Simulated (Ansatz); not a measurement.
C2H8GaNSi can be A, `[CH3][GaH]/[N]=C\[SiH3]`, or B, `C[N]1C[SiH2][GaH]1`.

Calculated with Ansatz (gas phase, PBE0-D4/def2-TZVP geometries, no zero-point term in ΔE). CCSD(T)/CBS is the MP2 limit (def2-TZVPP, def2-QZVPP) plus CCSD(T) − MP2 in def2-TZVPP, frozen cores. Functionals use def2-TZVPP. B3LYP here is the variant with VWN-RPA as its local correlation; programs differ in this. For Ga outer-core shells are correlated without core-valence functions, which leaves a few kJ/mol of doubt a bond. Scalar relativity is left out up to krypton. One conformer a species, not always the lowest.

Which is lower in electronic energy at CCSD(T)/CBS, and by how much? (Estimate.)

The calculation gave: B, by 23.8 kJ/mol.

Give E(B) − E(A) in kJ/mol with HF/def2-TZVPP, B2PLYP, B3LYP-D4, PBE-D4, r2SCAN-D4, CCSD(T)/def2-TZVPP, PBE0-D4. (Estimate.)

The calculation gave: HF/def2-TZVPP 15.0, B2PLYP -13.9, B3LYP-D4 -14.2, PBE-D4 -39.0, r2SCAN-D4 -28.8, CCSD(T)/def2-TZVPP -21.7, PBE0-D4 -44.1. The order is the other way round with HF/def2-TZVPP.

Largest T1 diagnostic: 0.017.

The D4 term adds −6.4 kJ/mol with B3LYP and −3.1 kJ/mol with PBE0; it sums over pairs of atoms, weighted by their polarisabilities, and B3LYP, whose exchange is more repulsive, gets the larger term. In def2-TZVPP, CCSD(T) changes the Hartree–Fock value by −36.6 kJ/mol (the triples alone add −3.1 kJ/mol) and MP2 by −43.6 kJ/mol.
